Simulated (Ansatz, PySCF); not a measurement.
Lewis adduct: BH3 (SMILES B) (first 4 atoms) with CHN (SMILES C#N); geometry from B3LYP-D3(BJ)/def2-TZVP, rigid monomers moved along the line of their centres of mass till B1···N6 is 1.77 Å.
(charge 0, multiplicity 1):
```xyz
7

B     -0.0969     0.0482     0.7696
H      0.6659     0.9271     0.4507
H      0.2039    -1.0311     0.3220
H     -1.2557     0.3333     0.5912
C      0.1943    -0.2104     3.6580
N      0.0803    -0.1092     2.5274
H      0.3007    -0.3049     4.7140
```

Quantity: the interaction energy.

Interaction energies are E(AB) − E(A) − E(B) at the monomers' geometry in the complex; basis-set methods are counterpoise corrected.

Cores are frozen in the correlated methods. CBS: X⁻³ extrapolation of the correlation energy, Hartree–Fock from the larger set.

Codes used: Ansatz (Gaussian basis) for Hartree–Fock, density functionals and correlated methods; PySCF for the dispersion terms. 

Costs are ratios of core time to PBE/def2-TZVPPD (roughly 4 s), for whole runs (searches for the state included, and forces where a run took them) on one shared machine, so rough; each difference counts from -1239.1 meV (CCSD(T)/CBS(aug-cc-pVDZ, aug-cc-pVTZ), a level with limits of its own).

A star marks coupled-cluster runs past 200 virtual orbitals, where the program's memory plan changes under this machine's limit, so their costs aren't comparable with smaller runs.

| level | basis functions | cost |
|---|---|---|
| PBE/def2-TZVPPD | 179 | ×1 |
| PBE-D3(BJ)/def2-TZVPPD | 179 | ×1 |
| PBE0/def2-TZVPPD | 179 | ×1 |
| PBE0-D3(BJ)/def2-TZVPPD | 179 | ×1 |
| B3LYP/def2-TZVPPD | 179 | ×1 |
| B3LYP-D3(BJ)/def2-TZVPPD | 179 | ×1 |
| r2SCAN/def2-TZVPPD | 179 | ×2 |
| r2SCAN-D3(BJ)/def2-TZVPPD | 179 | ×2 |
| wB97M-V/def2-TZVPPD | 179 | ×3 |
| wB97X-V/def2-TZVPPD | 179 | ×3 |
| CCSD(T)/aug-cc-pVDZ | 105 | ×4 |
| CCSD(T)/aug-cc-pVTZ | 230 | ×300* |

Q: Which is the cheapest listed level whose difference stays within 10.8 meV?

A: none of those listed.

Q: With a budget of 10 times the cost of PBE/def2-TZVPPD, which level comes closest?

A: B3LYP/def2-TZVPPD, at 13.8 meV; next is wB97X-V/def2-TZVPPD at -28.5 meV.

Each difference (meV): PBE/def2-TZVPPD -229.1; PBE-D3(BJ)/def2-TZVPPD -270.1; PBE0/def2-TZVPPD -146.4; PBE0-D3(BJ)/def2-TZVPPD -182.6; B3LYP/def2-TZVPPD 13.8; B3LYP-D3(BJ)/def2-TZVPPD -55.8; r2SCAN/def2-TZVPPD -181.5; r2SCAN-D3(BJ)/def2-TZVPPD -194.0; wB97M-V/def2-TZVPPD -34.5; wB97X-V/def2-TZVPPD -28.5; CCSD(T)/aug-cc-pVDZ 134.5; CCSD(T)/aug-cc-pVTZ 22.7.

Ansatz is a program for electronic structure.
